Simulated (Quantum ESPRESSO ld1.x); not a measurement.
Results of a calculation; reference values are marked as such.
Q: Radial electron density D(r) = 4 pi r^2 rho(r) of an atom or ion with 60 electrons. Level of theory: scalar-relativistic Kohn-Sham, exchange-only LDA, spin-polarised, spherical densities, point nucleus (ld1.x of Quantum ESPRESSO 7.5).

r (bohr)  D(r) (e/bohr)    spin D(r)
0.001227          5.065  -0.00000599
0.001417          6.395  -0.00000755
0.001624          7.943  -0.00000935
0.001875          9.952   -0.0000117
0.002148          12.26   -0.0000143
0.002481          15.20   -0.0000177
0.002842          18.52   -0.0000215
0.003283          22.67   -0.0000262
0.003761          27.22   -0.0000311
0.004343          32.73   -0.0000372
0.004976          38.55   -0.0000433
0.005747          45.29   -0.0000503
0.006584          52.04   -0.0000569
0.007604          59.32   -0.0000637
0.008711          65.99   -0.0000695
0.01006           72.36   -0.0000746
0.01153           77.28   -0.0000784
0.01331           80.82   -0.0000819
0.01525           82.28   -0.0000864
0.01761           81.74   -0.0000967
0.02018           79.58    -0.000119
0.0233            76.36    -0.000170
0.0267            73.63    -0.000267
0.03083           72.60    -0.000456
0.03533           74.63    -0.000770
0.0408            80.56     -0.00132
0.04674           89.07     -0.00214
0.05398           99.04     -0.00341
0.06184           106.4     -0.00497
0.07142           108.9     -0.00666
0.08183           105.1     -0.00725
0.0945            96.01     -0.00403
0.1083            86.70      0.00809
0.125             81.29       0.0415
0.1433            83.00        0.110
0.1654            89.93        0.248
0.1895            95.15        0.475
0.2189            92.19        0.860
0.2508            79.32         1.39
0.2896            59.97         2.16
0.3318            44.69         3.05
0.3832            38.14         4.10
0.4391            40.28         5.04
0.5071            44.61         5.81
0.5809            44.45         6.17
0.6709            38.03         6.10
0.7686            28.90         5.67
0.8877            20.18         4.94
1.017             14.83         4.11
1.175             11.79         3.17
1.346             9.976         2.32
1.554             8.027         1.53
1.78              5.927        0.936
2.056             3.760        0.505
2.356             2.125        0.260
2.721            0.9903        0.121
3.117            0.4103       0.0571
3.6              0.1353       0.0250
4.124           0.04008       0.0107
4.763          0.009349      0.00381
5.457          0.002057      0.00120

What is the nuclear charge?

A: Z = 62. The innermost maximum, from 1s, lies near gamma/Z bohr with gamma = sqrt(1 - (Z/c)^2) = 0.892, here 0.0144 bohr (found: 0.0157), and its height grows with Z. The density is that of the samarium ion Sm2+ in [Xe] 4f6; the configuration itself is not fixed sharply by these data, and Z only to a few units. D(r) has 4 maxima, at r = 0.0157, 0.0703, 0.196, 0.541 bohr, and minima at 0.0303, 0.129, 0.389 bohr, inside which lie 1.95, 11.15, 29.18 electrons.
